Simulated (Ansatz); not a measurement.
Geometry optimisation, UKS PBE/def2-SVP (Ansatz 0.2.0).

input.yaml

```yaml
crystal:
  periodic: [false, false, false]
  atoms:
    - { symbol: Sn, position_ang: [-0.158327, 3.1e-05, 0.43189] }
    - { symbol: H, position_ang: [1.240725, 0.000438, 1.501239] }
    - { symbol: H, position_ang: [1.372828, 0.000175, -0.640827] }
    - { symbol: H, position_ang: [-0.881518, 1.463951, -0.110139] }
    - { symbol: H, position_ang: [-0.880616, -1.46421, -0.110524] }
    - { symbol: F, position_ang: [-0.691293, -0.000385, 2.390161] }
magnetization:
  spin_polarized: true
  initial_magnetization: 1
basis:
  gaussian: { orbitals: def2-SVP }
hamiltonian:
  xc: pbe
relax:
  f_tol: 0.03
  max_steps: 50
output:
  orbitals: {}
```

Launched with:

```bash
$ ansatz run input.yaml --threads 1 --pin off --max-ram 2048MiB --backend cpu --events-out ev --progress --plain --runs-dir out
```

Where does it end, and by what steps?

The run converged. The force dipped under the threshold on the way, but the program's further checks kept it going. After 16 steps the energy has fallen by 0.353 eV; H3 moved furthest, 1.07 Å. Parted: Sn1–H3 (1.87 → 3.19 Å).

| step | energy less start (eV) | largest force component (eV/Å) | accepted |
| --- | --- | --- | --- |
| 0 | 0.0000 | 0.677 | yes |
| 1 | -0.0707 | 0.738 | yes |
| 2 | -0.0968 | 0.910 | yes |
| 3 | -0.1392 | 0.619 | yes |
| 4 | -0.2268 | 0.509 | yes |
| 5 | -0.2901 | 0.197 | yes |
| 6 | -0.3225 | 0.380 | yes |
| 7 | -0.3436 | 0.112 | yes |
| 8 | -0.3488 | 0.068 | yes |
| 9 | -0.3484 | 0.210 | no |
| 10 | -0.3515 | 0.017 | yes |
| 11 | -0.3527 | 0.014 | yes |
| 12 | -0.3515 | 0.106 | no |
| 13 | -0.3530 | 0.014 | yes |
| 14 | -0.3529 | 0.058 | no |
| 15 | -0.3530 | 0.047 | yes |
| 16 | -0.3531 | 0.002 | yes |

```xyz
6
Properties=species:S:1:pos:R:3
Sn -0.244 0.000 0.929
H 1.375 0.000 1.526
H 1.580 0.001 -1.686
H -0.664 1.442 0.080
H -0.663 -1.443 0.080
F -1.382 -0.001 2.532
```

Whether the end is a true minimum wasn't checked by a vibrational analysis.

Run time: 37 s on 1 thread of Arm Neoverse V1, with other jobs on the host, peak memory 0.13 GiB.
